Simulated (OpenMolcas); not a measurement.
**Predicting a hybrid from its neighbours: InPH6**

InPH6 has 8 atoms, charge 0, and is taken as a singlet. As SMILES, `[PH3+][InH3-]`. The coordinates come from a PBE0-D4/def2-TZVP relaxation.

The HOMO–LUMO gap y, in eV, basis def2-SVP with a core potential; a is the functional's share of exact exchange. Programs: OpenMolcas 26.06.

| functional | program | a | y (eV) |
| --- | --- | --- | --- |
| BLYP | OpenMolcas | 0 | 5.29 |
| r2SCAN | OpenMolcas | 0 | 6.07 |
| B3LYP | OpenMolcas | 0.2 | 6.81 |
| PBE0 | OpenMolcas | 0.25 | ? |
| BHLYP | OpenMolcas | 0.5 | 9.04 |

Fit y = c + s·a to the known rows and predict PBE0.


1. Means of the 4 rows: a = 0.1750, y = 6.803.
2. Σ(Δa)² = 0.1675, Σ(Δa·Δy) = 1.1202, so the slope is 1.1202/0.1675 = 6.6878.
3. Intercept: 6.803 − (6.6878) × 0.1750 = 5.633. The largest residual of the fit is 0.44.
4. PBE0: 5.633 + (6.6878) × 0.25 = 7.30 eV.

The run gave 7.25 eV, so the prediction is off by +0.05 eV, within the scatter of the fit. Exact exchange lowers occupied levels and raises empty ones. The rows mix families of semi-local functionals, which the line can't see.
